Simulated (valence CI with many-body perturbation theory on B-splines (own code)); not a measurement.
# Energy levels of Ba15+

Calculated by valence CI with perturbative core correlation (CI+MBPT): five valence electrons over a frozen Dirac-Fock core [Kr], radial functions for each j: 7 s, 7 p, 8 d, 6 f, 4 g, 1 h, with the one-electron correlation potential Σ1 (screened to all orders), the two-electron term Σ2, the three-electron term Σ3, Breit, model QED; selected single and double excitations, second order for the rest, scaled by the run's own slope (own B-spline code, finite nucleus).

No measured spectrum was set against this ion. As an estimate, terms of the open shell hold to 2 to 4 % of their energy, and close levels can change places. Among the levels kept, up to 540 cm⁻¹ of a level comes from second order outside the variational space, and about a tenth of that is noise between levels of different J, which matters for small intervals. Excitations out of the core, of the other parity, are not computed and may begin above about 68.7 eV (a cautious bound); beyond it only levels of the ground parity were kept, without lifetimes.

Levels 1 to 39 of 39, with energies above the lowest level, 4d5 6S_5/2. "Leading %" is the weight of the configuration and term that name the level; weights of strongly mixed levels are sums over their largest components and can fall short. In the jj column 3d3/2^4 stands for four electrons in 3d with j = 3/2. Lifetimes count E1, E2, E3, M1 and M2 decay at the calculated energies, and are blank where another channel may lead or the interval is too uncertain; long ones can be off by a factor of two.

```tsv
No.	Configuration	Term	J	E (eV)	Leading %	Leading jj	Lifetime
1	4d5	6S	5/2	0.00	83	4d3/2^3 4d5/2^2 (41 %)	
2	4d5	4G	5/2	4.33	30	4d3/2^4 4d5/2 (65 %)	4.28 ms
3	4d5	4G	7/2	5.76	62	4d3/2^3 4d5/2^2 (85 %)	19.9 ms
4	4d5	4D	3/2	6.05	47	4d3/2^3 4d5/2^2 (87 %)	2.23 ms
5	4d5	4G	11/2	6.06	75	4d3/2^3 4d5/2^2 (73 %)	
6	4d5	4G	5/2	6.28	41	4d3/2^3 4d5/2^2 (51 %)	3.18 ms
7	4d5	4G	9/2	6.37	81	4d3/2^3 4d5/2^2 (54 %)	265 ms
8	4d5	4P	1/2	6.96	58	4d3/2^3 4d5/2^2 (57 %)	51.8 ms
9	4d5	4D	7/2	7.75	62	4d3/2^2 4d5/2^3 (74 %)	8.10 ms
10	4d5	2D	5/2	8.30	33	4d3/2^3 4d5/2^2 (52 %)	2.14 ms
11	4d5	2I	11/2	8.91	71	4d3/2^2 4d5/2^3 (78 %)	6.75 ms
12	4d5	4D	1/2	8.99	65	4d3/2^2 4d5/2^3 (84 %)	4.32 ms
13	4d5	2F	7/2	9.25	41	4d3/2^3 4d5/2^2 (68 %)	11.1 ms
14	4d5	4D	3/2	9.33	41	4d3/2^2 4d5/2^3 (63 %)	2.44 ms
15	4d5	2G	9/2	9.71	48	4d3/2^2 4d5/2^3 (57 %)	6.93 ms
16	4d5	2I	13/2	9.80	99	4d3/2^2 4d5/2^3 (99 %)	38.5 ms
17	4d5	4F	3/2	9.89	54	4d3/2^2 4d5/2^3 (68 %)	1.64 ms
18	4d5	2F	5/2	10.34	33	4d3/2^2 4d5/2^3 (63 %)	1.50 ms
19	4d5	2H	9/2	11.55	51	4d3/2^2 4d5/2^3 (97 %)	1.60 ms
20	4d5	4F	5/2	11.59	30	4d3/2^2 4d5/2^3 (50 %)	1.15 ms
21	4d5	2G	7/2	11.84	60	4d3/2^2 4d5/2^3 (91 %)	6.45 ms
22	4d5	2F	5/2	12.49	47	4d3/2^2 4d5/2^3 (60 %)	1.35 ms
23	4d5	2D	3/2	12.55	59	4d3/2 4d5/2^4 (48 %)	2.88 ms
24	4d5	2F	7/2	12.97	67	4d3/2 4d5/2^4 (54 %)	1.33 ms
25	4d5	4F	7/2	13.54	46	4d3/2 4d5/2^4 (63 %)	1.75 ms
26	4d5	2S	1/2	13.55	79	4d3/2^2 4d5/2^3 (36 %)	1.52 ms
27	4d5	2H	11/2	13.91	70	4d3/2 4d5/2^4 (92 %)	1.07 ms
28	4d5	2G	9/2	13.94	46	4d3/2 4d5/2^4 (60 %)	2.69 ms
29	4d5	2D	3/2	15.30	84	4d3/2 4d5/2^4 (49 %)	840 μs
30	4d5	2D	5/2	15.49	55	4d3/2 4d5/2^4 (54 %)	840 μs
31	4d5	2D	5/2	16.65	63	4d3/2^2 4d5/2^3 (33 %)	929 μs
32	4d5	2G	9/2	16.83	96	4d3/2^2 4d5/2^3 (63 %)	1.87 ms
33	4d5	2G	7/2	17.52	84	4d3/2 4d5/2^4 (67 %)	1.38 ms
34	4d5	2P	3/2	19.05	83	4d3/2^2 4d5/2^3 (79 %)	2.05 ms
35	4d5	2P	1/2	20.27	88	4d3/2 4d5/2^4 (54 %)	1.08 ms
36	4d5	2D	5/2	22.11	93	4d3/2^2 4d5/2^3 (66 %)	
37	4d5	2D	3/2	22.78	82	4d3/2 4d5/2^4 (76 %)	
38	4d4.5s	6D	1/2	120.14	64	4d3/2^4 5s (63 %)	
39	4d4.5s	6D	3/2	121.36	83	4d3/2^3 4d5/2 5s (76 %)
```

Names give the largest LS component (configuration and term), which can be under half, so a name can repeat, a term be missing and a line seem to break the LS rules; names also repeat where a configuration has a term twice.

Where two levels of one J and parity lie close, their mixing, g and order are uncertain.

The ionisation energy to 4d4 5D_0 of the next ion comes out as 390.26 eV (NIST: 390 ± 3 eV (theoretical)). All 39 levels together are meant to be complete up to 68.70 eV.
